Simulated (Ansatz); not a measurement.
A nudged elastic band was laid between two geometries of AlF2H + H4Si (9 atoms, charge 0, multiplicity 1).

Method: RKS PBE/6-31G* in Ansatz.

* movable images: 7
* climbing image: yes
* spring: 5.0 eV/Å²
* optimiser: quadratic models (default)
* start path: through a guess of the saddle point
* force threshold: 0.03 eV/Å
* iteration limit: 60
* end points: relaxed

Initial state:

```xyz
9
Properties=species:S:1:pos:R:3
Al -0.037 0.254 0.152
H 0.482 1.165 1.341
F 1.045 -0.638 -0.771
F -1.558 0.493 -0.490
Si 0.153 -2.748 1.122
H -0.210 -3.232 -0.240
H 1.622 -2.637 1.342
H -0.492 -3.585 2.183
H -0.463 -1.364 1.324
```

Final state:

```xyz
9
Properties=species:S:1:pos:R:3
Al -0.061 -0.691 -0.260
H 0.281 0.798 1.883
F 1.231 0.340 -0.503
F -1.548 -0.133 -0.773
Si 0.205 -2.918 0.687
H -0.388 -3.965 -0.211
H 1.654 -3.245 0.904
H -0.498 -3.004 2.013
H -0.334 0.524 2.223
```

(1) What changes between the two ends?

(2) What energy profile does the band end with?

(3) What is the geometry of the highest image?

The band took 40 iterations and about 11 core-minutes.

Answers

(1) Bonds broken: Al1–H2, Si5–H9. Bonds formed: Al1–Si5, H2–H9. AlF2H + H4Si becomes AlF2H3Si + H2.

(2) The forces met the threshold. The highest image is number 4 of 0 to 8, 156.2 kJ/mol above the first end and 146.7 kJ/mol above the last; the last end lies 9.5 kJ/mol above the first. Neighbouring images differ by up to 1.2 eV, so the band resolves the path poorly. A vibrational analysis at the climbing image gives one clearly imaginary mode, 1216i cm⁻¹: a first-order saddle point. The orbitals stay closed-shell, which can raise the energy where a bond breaks towards radicals; this wasn't checked here.

| image | path coordinate (Å) | energy (kJ/mol) | Al1–H2 (Å) | Si5–H9 (Å) | Al1–Si5 (Å) |
| --- | --- | --- | --- | --- | --- |
| 0 | 0.00 | 0.0 | 1.59 | 1.53 | 3.16 |
| 1 | 0.68 | 1.1 | 1.59 | 1.53 | 3.17 |
| 2 | 1.35 | 4.0 | 1.58 | 1.52 | 3.18 |
| 3 | 2.03 | 37.0 | 1.59 | 1.56 | 2.97 |
| 4 | 2.70 | 156.2 | 1.74 | 1.97 | 2.61 |
| 5 | 3.35 | 49.6 | 2.14 | 2.51 | 2.43 |
| 6 | 4.01 | 14.5 | 2.54 | 3.02 | 2.43 |
| 7 | 4.66 | 9.8 | 2.56 | 3.52 | 2.43 |
| 8 | 5.32 | 9.5 | 2.63 | 3.81 | 2.44 |

(3) 
```xyz
9
Properties=species:S:1:pos:R:3:forces:R:3
Al -0.082 -0.194 0.036 0.00 0.00 0.00
H 0.242 0.427 1.628 -0.01 0.00 0.00
F 1.188 0.092 -1.001 0.00 0.00 0.00
F -1.664 0.074 -0.406 0.00 0.00 0.00
Si 0.151 -2.606 1.012 -0.01 0.00 0.00
H -0.224 -3.235 -0.308 0.00 0.00 0.00
H 1.529 -3.067 1.379 0.00 0.00 0.00
H -0.840 -3.063 2.040 0.00 -0.01 0.00
H 0.240 -0.722 1.581 0.02 0.00 0.00
```

Run time: 11 min on 1 thread of Arm Neoverse V2, with other jobs on the host, peak memory 0.14 GiB.
